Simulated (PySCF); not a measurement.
SMILES C=Cc1ccc(O)cc1 at its GFN2-xTB optimised geometry (Å):

```
17

C     -1.0102    -2.9697    -0.0551
C     -1.4594    -1.7212    -0.0026
C     -0.6611    -0.5029     0.0000
C     -1.3114     0.7315     0.0032
C     -0.6040     1.9168     0.0019
C      0.7855     1.8980    -0.0003
O      1.5275     3.0378    -0.0017
C      1.4506     0.6745     0.0000
C      0.7359    -0.5029     0.0000
H      0.0372    -3.2121    -0.1037
H     -1.6865    -3.8072    -0.0551
H     -2.5292    -1.5541     0.0384
H     -2.3919     0.7624     0.0048
H     -1.1290     2.8638     0.0030
H      0.9454     3.8072    -0.0023
H      2.5292     0.6736     0.0005
H      1.2731    -1.4380     0.0024
```

Calculation: PBE/def2-SVP in PySCF. Cells within 0.4 Å of a nucleus heavier than hydrogen are left out (blank, or x).

Map of the electron localisation function on the plane z = 0.0 Å:

```
|0000000000000000000000000|
|0000000000000000000000000|
|0000000000000140000000000|
|0000000000000884000000000|
|0000000059801997320000000|
|0000000199950797873000000|
|000000019998017x883000000|
|0000000049976487750000000|
|00000000041x9xx3000000000|
|0000069856827368357500000|
|000019999x36037x899920000|
|000008999xx5035x999920000|
|0000003647957587599700000|
|0000000004xx9xx5000000000|
|0000079967947599500000000|
|000039999x650699920000000|
|000029997x630099940000000|
|0000012238657202300000000|
|0000000044x89930000000000|
|0000000899689990000000000|
|0000004999848970000000000|
|0000003999601200000000000|
|0000000487100000000000000|
|0000000000000000000000000|
|0000000000000000000000000|
```
Scale: ten equal steps from 0.000 (start of '0') to 1.000 (end of '9'), in the order '0123456789'; x runs from -6.00 to 6.00, y from -6.00 (bottom) to 6.00 (top).
